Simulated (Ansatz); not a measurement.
A nudged elastic band was laid between two geometries of AlH$_{5}$N$_{2}$O (9 atoms, charge 0, multiplicity 1).

Method: RKS PBE0/def2-mTZVP (Ansatz).

* movable images: 5
* climbing image: yes
* spring: 5.0 eV/Å²
* optimiser: quadratic models (default)
* start path: through a guess of the saddle point
* force threshold: 0.05 eV/Å
* iteration limit: 60
* end points: relaxed

Initial state:

```xyz
9
Properties=species:S:1:pos:R:3
N -0.543 1.022 -1.262
Al -0.145 0.098 0.192
N 1.090 -1.174 0.166
O -1.006 0.503 1.605
H -0.082 0.951 -2.156
H -1.266 1.725 -1.297
H 1.410 -1.689 0.972
H 1.585 -1.484 -0.656
H -0.955 0.002 2.420
```

Final state:

```xyz
9
Properties=species:S:1:pos:R:3
N -0.563 0.990 -1.118
Al -0.072 -0.024 0.252
N 1.198 -1.243 0.088
O -0.789 0.115 1.791
H -0.150 0.961 -2.038
H -1.300 1.678 -1.097
H 1.516 -1.823 0.849
H 1.696 -1.473 -0.758
H -1.449 0.773 2.014
```

Question: What changes between the two ends?

Answer: No bond is made or broken.  The two ends are copies of one structure, up to a mirror image or an exchange of like atoms.

Question: What energy profile does the band end with?

Answer: The run converged. The highest image is number 3 of 0 to 6, 1.2 kcal/mol above the ends, which have the same energy within 2 meV. A vibrational analysis at the climbing image gives one clearly imaginary mode, 270i cm⁻¹: a first-order saddle point.

```tsv
image	path coordinate (Å)	energy (kcal/mol)
0	0.00	0.0
1	0.35	0.0
2	0.69	0.6
3	1.04	1.2
4	1.32	0.9
5	1.61	0.2
6	1.90	0.0
```

Question: What is the geometry of the highest image?

Answer: 
```xyz
9
Properties=species:S:1:pos:R:3
N -0.499 1.018 -1.201
Al -0.168 -0.013 0.198
N 1.120 -1.225 0.134
O -1.140 0.115 1.587
H -0.036 0.971 -2.096
H -1.238 1.705 -1.228
H 1.325 -1.870 0.881
H 1.724 -1.403 -0.654
H -1.000 0.657 2.362
```

Question: What are the harmonic wavenumbers there?

Answer: 270i, 199, 222, 268, 271, 336, 366, 396, 570, 644, 684, 727, 888, 925, 1613, 1624, 3611, 3613, 3700, 3701, 3994 cm⁻¹.

Time of the run: 3.9 min on 2 threads of Intel(R) Xeon(R) Platinum 8259CL CPU @ 2.50GHz (Skylake/Cascade Lake), with other jobs on the host, peak memory 0.21 GiB.
